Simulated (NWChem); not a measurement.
System: CH3ClCrOS; SMILES [Cl][Cr]([CH3])(=[S])=[O]

NWChem printed, in part:

```
             Northwest Computational Chemistry Package (NWChem) 7.3.0
             --------------------------------------------------------

 C1  symmetry detected

                             Geometry "geometry" -> ""
                             -------------------------

 Output coordinates in angstroms (scale by  1.889725989 to convert to a.u.)

  No.       Tag          Charge          X              Y              Z
 ---- ---------------- ---------- -------------- -------------- --------------
    1 Cr                  24.0000     0.20657515     0.06987891     0.15414763
    2 O                    8.0000     1.00968948     0.26724921     1.45543814
    3 S                   16.0000    -1.10103114     1.54026049    -0.10529964
    4 Cl                  17.0000    -0.59884199    -1.88987339    -0.09349319
    5 C                    6.0000     1.56321074     0.39779535    -1.26312122
    6 H                    1.0000     2.02541925     1.38023971    -1.15787848
    7 H                    1.0000     1.05739260     0.29939382    -2.22727190
    8 H                    1.0000     2.29941639    -0.39781319    -1.10499215

 Effective nuclear repulsion energy (a.u.)     480.3414774836

                                 NWChem DFT Module
                                 -----------------

 Summary of "ao basis" -> "ao basis" (spherical)
 ------------------------------------------------------------------------------
       Tag                 Description            Shells   Functions and Types
 ---------------- ------------------------------  ------  ---------------------
 Cr                         def2-svp                11       31   5s3p2d1f
 O                          def2-svp                 6       14   3s2p1d
 S                          def2-svp                 8       18   4s3p1d
 Cl                         def2-svp                 8       18   4s3p1d
 C                          def2-svp                 6       14   3s2p1d
 H                          def2-svp                 3        5   2s1p

            General Information
            -------------------
          SCF calculation type: DFT
          Wavefunction type:  closed shell.
          No. of atoms     :     8
          No. of electrons :    74
           Alpha electrons :    37
            Beta electrons :    37
          Charge           :     0
          Spin multiplicity:     1
          Use of symmetry is: off; symmetry adaption is: off
          Maximum number of iterations: 150
          AO basis - number of functions:   110
                     number of shells:    48
          Convergence on energy requested:  1.00D-06
          Convergence on density requested:  1.00D-05
          Convergence on gradient requested:  5.00D-04

              XC Information
              --------------
                       M06-2X Method XC Functional
                     Hartree-Fock (Exact) Exchange  0.540
                        M06-2X Exchange Functional  1.000
                      M06-2X Correlation Potential  1.000

             Grid Information
             ----------------
          Grid used for XC integration:  medium
          Radial quadrature: Mura-Knowles
          Angular quadrature: Lebedev.
          Tag              B.-S. Rad. Rad. Pts. Rad. Cut. Ang. Pts.
          ---              ---------- --------- --------- ---------
          Cr                  1.40      112           9.0       590
          O                   0.60       49          10.0       434
          S                   1.00       88          11.0       590
          Cl                  1.00       88          11.0       590
          C                   0.70       49           9.0       434
          H                   0.35       45          11.0       434
          Grid pruning is: on
          Number of quadrature shells:   521
          Spatial weights used:  Erf1

      Superposition of Atomic Density Guess
      -------------------------------------

 Sum of atomic energies:       -2013.51726984

      Non-variational initial energy
      ------------------------------

 Total energy =   -2014.236656
 1-e energy   =   -3729.825004
 2-e energy   =    1235.246871
 HOMO         =      -0.341529
 LUMO         =      -0.101682

     ---------------------------------------------
      Total Density - Mulliken Population Analysis
     ---------------------------------------------

    Atom       Charge   Shell Charges
 -----------   ------   -------------------------------------------------------
    1 Cr  24    21.48   2.00  2.00  2.01  0.40  0.00  6.00  6.02  0.58  1.47  0.98  0.01
    2 O    8     9.13   1.99  1.17  0.78  3.20  1.99  0.01
    3 S   16    16.78   2.00  1.99  1.25  0.66  5.94  1.96  2.96  0.02
    4 Cl  17    17.44   2.00  1.99  1.23  0.70  5.94  2.19  3.37  0.01
    5 C    6     6.58   1.99  0.97  0.23  2.17  1.21  0.01
    6 H    1     0.86   0.65  0.18  0.03
    7 H    1     0.86   0.65  0.19  0.03
    8 H    1     0.87   0.65  0.19  0.03

[...]
```

Level: M06-2X/def2-SVP. All runs use the structure optimised with B3LYP/6-31G* (spherical d). No frequency run checked for a minimum.

Problem. Reconstruct the input file.

Solution. One answer among several that fit: the input that was run:
```
start job
memory heap 200 mb stack 900 mb global 1100 mb
geometry units angstroms noautoz
  Cr     0.244752     0.071325     0.098185
  O      1.237258     0.297155     1.256303
  S     -1.051068     1.569094    -0.031073
  Cl    -0.635591    -1.871416     0.060696
  C      1.382661     0.299421    -1.517295
  H      1.878946     1.270780    -1.525813
  H      0.736651     0.177147    -2.390703
  H      2.114804    -0.511156    -1.434060
end
basis spherical
  * library def2-svp
end
dft
  xc m06-2x
  iterations 150
  mulliken
end
task dft energy
```
